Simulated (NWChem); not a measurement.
Species: C3H7O2, doublet; SMILES OC(C[O])C

```xyz
12

C      1.4085     0.6355     0.1245
C     -0.0216     0.4357    -0.3387
O     -0.8845     1.4634     0.0858
C     -0.6231    -0.8486     0.2254
O      0.0296    -1.9879    -0.0643
H      1.8595     1.5285    -0.3373
H      1.4419     0.7588     1.2189
H      2.0204    -0.2362    -0.1514
H     -0.0309     0.3416    -1.4450
H     -0.5447     2.3016    -0.2421
H     -0.6914    -0.7626     1.3390
H     -1.6959    -0.9321    -0.0679
```
Atoms are numbered in this order, from 1.

All runs: NWChem. Spin-unrestricted. Coordinates come from a PBE0/def2-SVP, spin-unrestricted optimisation. Not confirmed as a minimum by frequencies. No stability test was run on the SCF state. B3LYP is NWChem's, with the RPA form of VWN correlation. Level: B3LYP/def2-SVP with SMD (1 M gas to 1 M solution), gas-phase geometry. Reactions with the solvent are ignored.

Task: Predict the results for solvent toluene. Quantities: solvation free energy (kcal/mol); cavity-dispersion-structure term (kcal/mol); dipole in solution (D).

Result: 
```yaml
solvation free energy (kcal/mol): -4.9
cavity-dispersion-structure term (kcal/mol): -2.5
dipole in solution (D): 2.25
```
